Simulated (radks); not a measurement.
The numbers below are computed, except where a source is named.
Trend from Lu to Hg: ionisation energy by Delta-SCF between NIST ground configurations, and size. Code: a radial shooting solver on a logarithmic mesh with Libxc functionals. Model: scalar-relativistic Kohn-Sham, r2SCAN, spin-polarised, spherical densities, finite nucleus; open shells are filled with parallel spins first (spin-orbit coupling, left out, can overturn this in heavy ions); meta-GGA in the generalised Kohn-Sham scheme; Fermi nuclear charge, rms radius of each element as measured or else 0.836 A^(1/3) + 0.57 fm.

species       configuration  configuration of the ion  IE (eV)  NIST (eV)  kind
Lu        [Xe] 4f14 5d1 6s2             [Xe] 4f14 6s2    5.281      5.426  exp.
Hf        [Xe] 4f14 5d2 6s2         [Xe] 4f14 5d1 6s2    6.934      6.825  exp.
Ta        [Xe] 4f14 5d3 6s2         [Xe] 4f14 5d3 6s1    7.020      7.550  exp.
W         [Xe] 4f14 5d4 6s2         [Xe] 4f14 5d4 6s1    7.155      7.864  exp.
Re        [Xe] 4f14 5d5 6s2         [Xe] 4f14 5d5 6s1    7.269      7.834  exp.
Os        [Xe] 4f14 5d6 6s2         [Xe] 4f14 5d6 6s1    8.161      8.438  exp.
Ir        [Xe] 4f14 5d7 6s2         [Xe] 4f14 5d7 6s1    8.820      8.967  exp.
Pt        [Xe] 4f14 5d9 6s1             [Xe] 4f14 5d9    9.510      8.959  exp.
Au       [Xe] 4f14 5d10 6s1            [Xe] 4f14 5d10    9.548      9.226  exp.
Hg                     [Hg]        [Xe] 4f14 5d10 6s1   10.370     10.438  exp.

Reference values: NIST Atomic Spectra Database (exp. = measured, semi-emp. = semi-empirical, theory = theoretical value adopted there). Open shells are spherical and high-spin; term and fine-structure splittings are not resolved. Spin-orbit splitting is averaged out at the scalar-relativistic level.
